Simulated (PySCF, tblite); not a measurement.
Isomers of C7H9NOS, one GFN2-xTB conformer each. Single-point energies are computed at PBE0/pcSseg-1 (PySCF, gas phase, no added dispersion term), electronic only.

Question: Rank them by PBE0/pcSseg-1 energy, lowest first (kJ/mol).
A. `[CH3:1][C:2](=[S:3])[C@@H:4]1[CH:5]=[CH:6][C@@H:7]1[NH:8][CH:9]=[O:10]` with C1–C2–C4–C5 -156°, C6–C7–N8–C9 174°, C7–N8–C9–O10 -5°
B. `[CH2:1]=[C:2]1[C@@H:3]([C:4]#[N:5])[C@@H:6]([CH3:7])[CH2:8][S@@:9]1=[O:10]` with C1–C2–C3–C4 78°, C2–C3–C6–C7 -166°, C3–C6–C8–S9 50°, C6–C8–S9–O10 70°

Answer: A (0.0), B (86.9).

As drawn, the lower has a four-membered ring, a C=O bond and an N–H bond, which the higher lacks; the higher has a C≡N group and an S=O bond, which the lower lacks. GFN2-xTB itself gives, in the same order: 0.0, 16.5. Both levels put the same isomer lowest.

Which frontier levels, dipoles and rotational constants go with these structures?

```json
{"SMILES": "CC(=S)[C@@H]1C=C[C@@H]1NC=O", "HOMO (eV, PBE0/pcSseg-1)": "-6.41", "LUMO (eV)": "-2.17", "dipole (D)": "2.08", "A, B, C (MHz)": "1400, 1107, 844.6"}
{"SMILES": "C=C1[C@@H](C#N)[C@@H](C)C[S@@]1=O", "HOMO (eV, PBE0/pcSseg-1)": "-6.97", "LUMO (eV)": "-1.28", "dipole (D)": "1.49", "A, B, C (MHz)": "1685, 1076, 791.2"}
```

What happens when harmonic zero-point energies from GFN2-xTB frequencies are added?

```json
{"SMILES": "CC(=S)[C@@H]1C=C[C@@H]1NC=O", "ZPE (kJ/mol)": "379.1", "electronic (kJ/mol)": "0.0", "with ZPE (kJ/mol)": "0.0"}
{"SMILES": "C=C1[C@@H](C#N)[C@@H](C)C[S@@]1=O", "ZPE (kJ/mol)": "380.9", "electronic (kJ/mol)": "86.9", "with ZPE (kJ/mol)": "88.7"}
```

The zero-point energies span 1.8 kJ/mol. The order is unchanged.
